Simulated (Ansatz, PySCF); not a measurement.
Al(F)2(Et) (C2H5AlF2), SMILES C[CH2][Al]([F])[F]. Atoms are numbered in the order given.

```xyz
10

Al     0.1865     0.1671     0.5216
F      0.4388    -1.3888     1.0482
F      0.5358     1.3709     1.6125
C     -0.4767     0.5528    -1.2614
C     -0.7515    -0.6695    -2.1514
H      0.2528     1.2320    -1.7405
H     -1.3892     1.1664    -1.1435
H     -1.5044    -1.3389    -1.7053
H      0.1570    -1.2724    -2.3095
H     -1.1250    -0.3726    -3.1456
```
Charge 0, spin multiplicity 1.

Geometry: B3LYP-D3(BJ)/def2-SVP. The structure was generated by enumeration; whether it is a known compound was not checked. Other conformers were not sampled.

Two levels are set side by side: PBE-D3(BJ)/def2-SVP (Ansatz, a first-principles code) and B3LYP-D3(BJ)/def2-SVP (Ansatz). Each level has its own optimised geometry; the coordinates shown are those of the second. Frequencies come from the Hessian of PySCF at each geometry. Differences are taken from unrounded values.

```
quantity                            B3LYP-D3(BJ)
----------------------------------  ------------
mean bond length (Å)                       1.369
bond Al1–F2 (Å)                            1.662
bond Al1–F3 (Å)                            1.662
bond Al1–C4 (Å)                            1.941
bond C4–C5 (Å)                             1.537
bond C4–H6 (Å)                             1.106
bond C4–H7 (Å)                             1.106
bond C5–H8 (Å)                             1.102
bond C5–H9 (Å)                             1.102
bond C5–H10 (Å)                            1.103
highest harmonic wavenumber (cm⁻¹)          3108
mean harmonic wavenumber (cm⁻¹)             1273
zero-point energy (kcal/mol)               43.66
```

**Question.** What does PBE-D3(BJ) give, and how far is it from B3LYP-D3(BJ)? (Estimate from the structure and the level; the computed values follow.)

**Answer.** 
| quantity | PBE-D3(BJ) | PBE-D3(BJ) minus B3LYP-D3(BJ) |
|---|---|---|
| mean bond length (Å) | 1.377 | 0.008 |
| bond Al1–F2 (Å) | 1.675 | 0.013 |
| bond Al1–F3 (Å) | 1.674 | 0.013 |
| bond Al1–C4 (Å) | 1.950 | 0.008 |
| bond C4–C5 (Å) | 1.537 | 0.000 |
| bond C4–H6 (Å) | 1.113 | 0.008 |
| bond C4–H7 (Å) | 1.113 | 0.008 |
| bond C5–H8 (Å) | 1.109 | 0.007 |
| bond C5–H9 (Å) | 1.109 | 0.007 |
| bond C5–H10 (Å) | 1.110 | 0.008 |
| highest harmonic wavenumber (cm⁻¹) | 3059 | -49 |
| mean harmonic wavenumber (cm⁻¹) | 1241 | -31 |
| zero-point energy (kcal/mol) | 42.58 | -1.08 |

Exact exchange shortens and stiffens bonds; PBE has none. Differences between two approximate levels are no errors against the true value.
